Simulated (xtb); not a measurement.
A run for xtb: GFN2-xTB on C3H9F (a complex).

```
$ xtb mol.xyz --gfn 2 --sp --chrg 0 --uhf 0
13

C     -0.52350377     0.49054430     0.50435920
F     -0.42282159    -0.84566918     0.87486186
H      0.28095911     1.04886373     0.98411384
H     -0.43575134     0.55976037    -0.58044856
H     -1.49080586     0.87315133     0.83072976
C     -0.63027306     0.32105347     4.12259669
C      0.78465588    -0.24991041     4.10478078
H     -1.00506564     0.42611756     5.14274487
H     -1.31961464    -0.32562092     3.57752579
H     -0.66633038     1.30932834     3.65844485
H      1.48631159     0.40617310     4.62420585
H      1.14170220    -0.38585191     3.08284196
H      0.82169669    -1.22560409     4.59321783
```

Program output:

```
[...]
           -------------------------------------------------
          |                Calculation Setup                |
           -------------------------------------------------



molecular fragmentation (1/2 indicates fragments):
1111122222222
# atoms in fragment 1/2:     5     8
 fragment masses (1/2) :       34.03       30.07
CMA distance (Bohr)    :   6.546
constraining FC (au)   :  0.0500

           -------------------------------------------------
          |                 G F N 2 - x T B                 |
           -------------------------------------------------

        Reference                      10.1021/acs.jctc.8b01176
      * Hamiltonian:
        H0-scaling (s, p, d)           1.850000    2.230000    2.230000
        zeta-weighting                 0.500000
      * Dispersion:
        s8                             2.700000
        a1                             0.520000
        a2                             5.000000
        s9                             5.000000
      * Repulsion:
        kExp                           1.500000    1.000000
        rExp                           1.000000
      * Coulomb:
        alpha                          2.000000
        third order                    shell-resolved
        anisotropic                    true
        a3                             3.000000
        a5                             4.000000
        cn-shift                       1.200000
        cn-exp                         4.000000
        max-rad                        5.000000


          ...................................................
          :                      SETUP                      :
          :.................................................:
          :  # basis functions                  25          :
          :  # atomic orbitals                  25          :
          :  # shells                           17          :
          :  # electrons                        28          :
          :  max. iterations                   250          :
          :  Hamiltonian                  GFN2-xTB          :
          :  restarted?                      false          :
          :  GBSA solvation                  false          :
          :  PC potential                    false          :
          :  electronic temp.          300.0000000     K    :
          :  accuracy                    1.0000000          :
          :  -> integral cutoff          0.2500000E+02      :
          :  -> integral neglect         0.1000000E-07      :
          :  -> SCF convergence          0.1000000E-05 Eh   :
          :  -> wf. convergence          0.1000000E-03 e    :
          :  Broyden damping             0.4000000          :
          :  net charge                          0          :
          :  unpaired electrons                  0          :
          ...................................................

 iter      E             dE          RMSdq      gap      omega  full diag
   1    -15.8597600 -0.158598E+02  0.350E+00   13.81       0.0  T
   2    -15.9007920 -0.410320E-01  0.173E+00   13.04       1.0  T
   3    -15.9013936 -0.601539E-03  0.829E-01   12.90       1.0  T
   4    -15.9015296 -0.136024E-03  0.107E-01   12.49       1.0  T
   5    -15.9015331 -0.346565E-05  0.502E-02   12.50       1.0  T
   6    -15.9015334 -0.304243E-06  0.883E-03   12.51       3.1  T
   7    -15.9015335 -0.857234E-07  0.121E-03   12.50      22.9  T
   8    -15.9015335 -0.314691E-08  0.505E-04   12.50      54.9  T
   9    -15.9015335 -0.301940E-09  0.698E-05   12.50     397.2  T

   *** convergence criteria satisfied after 9 iterations ***

         #    Occupation            Energy/Eh            Energy/eV
      -------------------------------------------------------------
         1        2.0000           -0.8028976             -21.8480
       ...           ...                  ...                  ...
         8        2.0000           -0.4901763             -13.3384
         9        2.0000           -0.4892011             -13.3118
        10        2.0000           -0.4583258             -12.4717
        11        2.0000           -0.4577537             -12.4561
        12        2.0000           -0.4576196             -12.4525
        13        2.0000           -0.4311443             -11.7320
        14        2.0000           -0.4307303             -11.7208 (HOMO)
        15                          0.0287916               0.7835 (LUMO)
        16                          0.1154418               3.1413
        17                          0.1282656               3.4903
        18                          0.1613185               4.3897
        19                          0.1652420               4.4965
       ...                                ...                  ...
        25                          0.2820698               7.6755
      -------------------------------------------------------------
                  HL-Gap            0.4595219 Eh           12.5042 eV
             Fermi-level           -0.2009694 Eh           -5.4687 eV

 SCC (total)                   0 d,  0 h,  0 min,  0.008 sec
 SCC setup                      ...        0 min,  0.000 sec (  4.428%)
 Dispersion                     ...        0 min,  0.000 sec (  1.989%)
 classical contributions        ...        0 min,  0.000 sec (  0.583%)
 integral evaluation            ...        0 min,  0.001 sec ( 11.674%)
 iterations                     ...        0 min,  0.004 sec ( 50.814%)
 molecular gradient             ...        0 min,  0.002 sec ( 27.378%)
 printout                       ...        0 min,  0.000 sec (  2.915%)

         :::::::::::::::::::::::::::::::::::::::::::::::::::::
         ::                     SUMMARY                     ::
         :::::::::::::::::::::::::::::::::::::::::::::::::::::
         :: total energy             -15.730026132447 Eh    ::
         :: gradient norm              0.022517388171 Eh/a0 ::
         :: HOMO-LUMO gap             12.504226454488 eV    ::
         ::.................................................::
         :: SCC energy               -15.901525282601 Eh    ::
         :: -> isotropic ES            0.016211687138 Eh    ::
         :: -> anisotropic ES          0.003765823484 Eh    ::
         :: -> anisotropic XC          0.003533749799 Eh    ::
         :: -> dispersion             -0.004433562036 Eh    ::
         :: repulsion energy           0.171499150154 Eh    ::
         :: add. restraining           0.000000000000 Eh    ::
         :: total charge              -0.000000000000 e     ::
         :::::::::::::::::::::::::::::::::::::::::::::::::::::

           -------------------------------------------------
          |                Property Printout                |
           -------------------------------------------------

    * Orbital Energies and Occupations

         #    Occupation            Energy/Eh            Energy/eV
      -------------------------------------------------------------
         1        2.0000           -0.8028976             -21.8480
         2        2.0000           -0.6212669             -16.9055
         3        2.0000           -0.5992944             -16.3076
         4        2.0000           -0.5592539             -15.2181
         5        2.0000           -0.5394934             -14.6804
         6        2.0000           -0.5388392             -14.6626
         7        2.0000           -0.5384062             -14.6508
         8        2.0000           -0.4901763             -13.3384
         9        2.0000           -0.4892011             -13.3118
        10        2.0000           -0.4583258             -12.4717
        11        2.0000           -0.4577537             -12.4561
        12        2.0000           -0.4576196             -12.4525
        13        2.0000           -0.4311443             -11.7320
        14        2.0000           -0.4307303             -11.7208 (HOMO)
        15                          0.0287916               0.7835 (LUMO)
        16                          0.1154418               3.1413
        17                          0.1282656               3.4903
        18                          0.1613185               4.3897
        19                          0.1652420               4.4965
        20                          0.1780710               4.8456
        21                          0.1874506               5.1008
        22                          0.1957707               5.3272
        23                          0.2098214               5.7095
        24                          0.2753200               7.4918
        25                          0.2820698               7.6755
      -------------------------------------------------------------
                  HL-Gap            0.4595219 Eh           12.5042 eV
             Fermi-level           -0.2009694 Eh           -5.4687 eV

     #   Z          covCN         q      C6AA      α(0)
     1   6 C        3.555     0.060    20.476     6.606
     2   9 F        0.782    -0.252    11.784     4.055
     3   1 H        0.924     0.065     2.136     2.286
     4   1 H        0.924     0.062     2.172     2.305
     5   1 H        0.924     0.064     2.149     2.292
     6   6 C        3.748    -0.094    22.359     6.744
     7   6 C        3.748    -0.095    22.383     6.748
     8   1 H        0.924     0.029     2.607     2.525
     9   1 H        0.924     0.038     2.474     2.460
    10   1 H        0.924     0.025     2.660     2.550
    11   1 H        0.924     0.027     2.629     2.535
    12   1 H        0.924     0.038     2.481     2.463
    13   1 H        0.924     0.032     2.551     2.498

 Mol. C6AA /au·bohr⁶  :        979.667026
 Mol. C8AA /au·bohr⁸  :      18937.965958
 Mol. α(0) /au        :         46.067058


Wiberg/Mayer (AO) data.
largest (>0.10) Wiberg bond orders for each atom

 ---------------------------------------------------------------------------
     #   Z sym  total        # sym  WBO       # sym  WBO       # sym  WBO
 ---------------------------------------------------------------------------
     1   6 C    3.895 --     4 H    0.982     5 H    0.981     3 H    0.981
                             2 F    0.949
     2   9 F    0.992 --     1 C    0.949
     3   1 H    0.996 --     1 C    0.981
     4   1 H    0.996 --     1 C    0.982
     5   1 H    0.996 --     1 C    0.981
     6   6 C    3.997 --     7 C    1.031     8 H    0.989    10 H    0.989
                             9 H    0.988
     7   6 C    3.997 --     6 C    1.031    11 H    0.989    13 H    0.989
                            12 H    0.988
     8   1 H    0.999 --     6 C    0.989
     9   1 H    0.999 --     6 C    0.988
    10   1 H    0.999 --     6 C    0.989
    11   1 H    0.999 --     7 C    0.989
    12   1 H    0.999 --     7 C    0.988
    13   1 H    0.999 --     7 C    0.989
 ---------------------------------------------------------------------------

Topologies differ in total number of bonds
Writing topology from bond orders to xtbtopo.mol

molecular dipole:
                 x           y           z       tot (Debye)
 q only:       -0.058       0.727      -0.229
   full:       -0.070       0.862      -0.261       2.296
molecular quadrupole (traceless):
                xx          xy          yy          xz          yz          zz
 q only:        0.934      -1.060      -0.151       0.116       1.227      -0.783
  q+dip:        1.258      -0.768      -1.409       0.111       2.132       0.151
   full:        1.175      -0.985      -0.933       0.126       1.873      -0.241


           -------------------------------------------------
          | TOTAL ENERGY              -15.730026132447 Eh   |
          | GRADIENT NORM               0.022517388171 Eh/α |
          | HOMO-LUMO GAP              12.504226454488 eV   |
           -------------------------------------------------
Note: The following floating-point exceptions are signalling: IEEE_UNDERFLOW_FLAG IEEE_DENORMAL
normal termination of xtb

------------------------------------------------------------------------
------------------------------------------------------------------------
 total:
 SCF:
```

The run finished.

Cost: around 0.07 core-seconds (rough).
